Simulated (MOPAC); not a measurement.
MOPAC input (AM1):

```
AM1 FORCE THERMO(298,298) PRECISE LET GEO-OK AUX(PRECISION=9) THREADS=1
CH5BS2

C    -1.77967633 1   -0.16782491 1   -0.51890577 1
B    -0.31404393 1   -0.02087691 1   -0.09133081 1
S     0.46509589 1    1.50771952 1    0.17684612 1
S     0.58666487 1   -1.48078384 1    0.12778988 1
H    -2.03964084 1   -1.24330453 1   -0.62431472 1
H    -1.91656571 1    0.35076366 1   -1.49259001 1
H    -2.42217995 1    0.30147176 1    0.25741660 1
H    -0.53680257 1    2.32672492 1   -0.08955741 1
H     1.75781549 1   -0.97482376 1    0.48040629 1
```

Output:

```
 *******************************************************************************
 **                                                                           **
 **                              MOPAC v23.2.5                                **
 **                                                                           **
 *******************************************************************************
 ** MOPAC's Digital Object Identifier: https://doi.org/10.5281/zenodo.6511958 **
 **                                                                           **
 ** Please cite the open-source release paper for use of this MOPAC version:  **
 ** J. E. Moussa and J. J. P. Stewart (2026)                                  **
 ** MOPAC: An open-source semiempirical molecular orbital program             **
 ** J. Open Source Softw., 11(119), 8025, https://doi.org/10.21105/joss.08025 **
 *******************************************************************************

                              AM1 CALCULATION RESULTS

 *******************************************************************************
 *  AM1        - The AM1 Hamiltonian to be used
 *  GEO-OK     - OVERRIDE INTERATOMIC DISTANCE AND OTHER SAFETY CHECKS
 *  LET        - OVERRIDE SOME SAFETY CHECKS
 *  PRECISE    - TIGHTER CRITERIA TO BE USED
 *  FORCE      - FORCE CALCULATION SPECIFIED
 *  AUX        - OUTPUT AUXILIARY INFORMATION
 *  THERMO     - THERMODYNAMIC QUANTITIES TO BE CALCULATED
 *******************************************************************************
AM1 FORCE THERMO(298,298) PRECISE LET GEO-OK AUX(PRECISION=9) THREADS=1
 CH5BS2

   ATOM   CHEMICAL          X               Y               Z
  NUMBER   SYMBOL      (ANGSTROMS)     (ANGSTROMS)     (ANGSTROMS)

     1       C         -1.77967633  *  -0.16782491  *  -0.51890577  *
     2       B         -0.31404393  *  -0.02087691  *  -0.09133081  *
     3       S          0.46509589  *   1.50771952  *   0.17684612  *
     4       S          0.58666487  *  -1.48078384  *   0.12778988  *
     5       H         -2.03964084  *  -1.24330453  *  -0.62431472  *
     6       H         -1.91656571  *   0.35076366  *  -1.49259001  *
     7       H         -2.42217995  *   0.30147176  *   0.25741660  *
     8       H         -0.53680257  *   2.32672492  *  -0.08955741  *
     9       H          1.75781549  *  -0.97482376  *   0.48040629  *

          CARTESIAN COORDINATES

    NO.       ATOM           X           Y           Z

     1         C         -1.7797     -0.1678     -0.5189
     2         B         -0.3140     -0.0209     -0.0913
     3         S          0.4651      1.5077      0.1768
     4         S          0.5867     -1.4808      0.1278
     5         H         -2.0396     -1.2433     -0.6243
     6         H         -1.9166      0.3508     -1.4926
     7         H         -2.4222      0.3015      0.2574
     8         H         -0.5368      2.3267     -0.0896
     9         H          1.7578     -0.9748      0.4804

  H: (AM1): M.J.S. DEWAR ET AL, J. AM. CHEM. SOC. 107 3902-3909 (1985)
  B: (AM1): M.J.S. DEWAR ET AL, ORGANOMETALLICS, 7, 513-521 (1988)
  C: (AM1): M.J.S. DEWAR ET AL, J. AM. CHEM. SOC. 107 3902-3909 (1985)
  S: (AM1): M.J.S. DEWAR, Y-C YUAN, INORGANIC CHEMISTRY, 29, 3881:3890,  (1990)

           Empirical Formula: C H5 B S2  =     9 atoms
[...]
 FORCE CONSTANT      6.2205         B 2 -- S 4         +12.2% ( 52.9%)     20.4%

 VIBRATION         17   11A'         ATOM PAIR     ENERGY CONTRIBUTION    RADIAL
 FREQUENCY          2007.28         S 4 -- H 9         +99.1% ( 99.7%)    100.0%
 TRANSITION DIPOLE   0.6680         S 3 -- H 8          +0.6% (  7.9%)    100.0%
 TRAVEL (Ang.)       0.1865         B 2 -- S 4          +0.1% (  3.5%)      3.2%
 REDUCED MASS        0.9653         S 3 -- S 4          +0.1% (  3.5%)      7.7%
 EFFECTIVE MASS      1.3201
 FORCE CONSTANT      2.2916

 VIBRATION         18   12A'         ATOM PAIR     ENERGY CONTRIBUTION    RADIAL
 FREQUENCY          2024.66         S 3 -- H 8         +99.2% ( 99.7%)    100.0%
 TRANSITION DIPOLE   0.7740         S 4 -- H 9          +0.6% (  7.7%)    100.0%
 TRAVEL (Ang.)       0.1857         S 3 -- S 4          +0.1% (  3.5%)     51.2%
 REDUCED MASS        0.9653         B 2 -- S 3          +0.1% (  3.4%)      4.0%
 EFFECTIVE MASS      1.3165
 FORCE CONSTANT      2.3314

 VIBRATION         19   13A'         ATOM PAIR     ENERGY CONTRIBUTION    RADIAL
 FREQUENCY          3081.90         C 1 -- H 5         +63.7% ( 82.3%)     99.3%
 TRANSITION DIPOLE   0.2098         C 1 -- H 6         +17.7% ( 43.3%)     85.3%
 TRAVEL (Ang.)       0.2100         C 1 -- H 7         +17.7% ( 43.3%)     85.3%
 REDUCED MASS        0.4960         C 1 -- B 2          +1.0% ( 10.1%)      0.0%
 EFFECTIVE MASS      1.4984
 FORCE CONSTANT      2.7756

 VIBRATION         20    7A"         ATOM PAIR     ENERGY CONTRIBUTION    RADIAL
 FREQUENCY          3081.98         C 1 -- H 7         +49.1% ( 72.1%)     97.5%
 TRANSITION DIPOLE   0.1994         C 1 -- H 6         +49.1% ( 72.1%)     97.5%
 TRAVEL (Ang.)       0.2075         C 1 -- B 2          +0.9% (  9.9%)      0.0%
 REDUCED MASS        0.5082         C 1 -- H 5          +0.9% (  9.6%)      0.0%
 EFFECTIVE MASS      1.4926
 FORCE CONSTANT      2.8441

 VIBRATION         21   14A'         ATOM PAIR     ENERGY CONTRIBUTION    RADIAL
 FREQUENCY          3163.83         C 1 -- H 5         +34.8% ( 56.9%)     97.2%
 TRANSITION DIPOLE   0.2317         C 1 -- H 6         +32.5% ( 54.9%)     96.8%
 TRAVEL (Ang.)       0.2550         C 1 -- H 7         +32.5% ( 54.9%)     96.8%
 REDUCED MASS        0.3279         C 1 -- B 2          +0.3% (  4.9%)     99.9%
 EFFECTIVE MASS      1.1173
 FORCE CONSTANT      1.9338

      SYMMETRY NUMBER FOR POINT-GROUP Cs  =  1

          SYSTEM IS A GROUND STATE

 CH5BS2

          MOLECULE IS NOT LINEAR

          THERE ARE 21 GENUINE VIBRATIONS IN THIS SYSTEM
          THIS THERMODYNAMICS CALCULATION IS LIMITED TO
          MOLECULES WHICH HAVE NO INTERNAL ROTATIONS

                    CALCULATED THERMODYNAMIC PROPERTIES
                                          *
   TEMP. (K)   PARTITION FUNCTION   H.O.F.    ENTHALPY  HEAT CAPACITY ENTROPY
                                   KCAL/MOL   CAL/MOLE    CAL/K/MOL  CAL/K/MOL

 298.00  VIB.     0.1885D+02                  2107.6819    14.2625    12.9084
         ROT.     0.1302D+06                   888.2803     2.9808    26.3844
         INT.     0.2455D+07                  2995.9622    17.2433    39.2928
         TRA.     0.8528D+27                  1480.4672     4.9680    39.4666
         TOT.                      -38.806    4476.4294    22.2113    78.7594

   *: NOTE: HEATS OF FORMATION ARE RELATIVE TO THE
            ELEMENTS IN THEIR STANDARD STATE AT 298K
              (=  Standard Enthalpy of Formation).

            Hvib:  Zero-point energy is not included.
                   frequencies of less than zero cm-1 are not included.
            Hrot = (3/2)RT
            Htra = (3/2)RT + pV = (5/2)RT

            Heat capacity is Cp, not Cv

          For more information, see: HTTP://OpenMOPAC.net/Manual/thermochemistry.html

           FORCE CONSTANT IN CARTESIAN COORDINATES (Millidynes/A)

    ATOM   CHEMICAL       X               Y               Z
   NUMBER   SYMBOL  FORCE CONSTANT  FORCE CONSTANT  FORCE CONSTANT

      1       C        9.481444        7.917539        7.674964
      2       B        9.054399        5.816517        1.594637
      3       S        3.307157        3.916176        0.220370
      4       S        3.241566        3.979067        0.248178
      5       H        1.188785        4.826469        0.646878
      6       H        1.059046        1.713606        3.815605
      7       H        1.059087        1.713699        3.815470
      8       H        1.366380        1.374424        0.076335
      9       H        2.185306        0.527507        0.092041

 **********************
 *                    *
 * JOB ENDED NORMALLY *
 *                    *
 **********************

 == MOPAC DONE ==
```
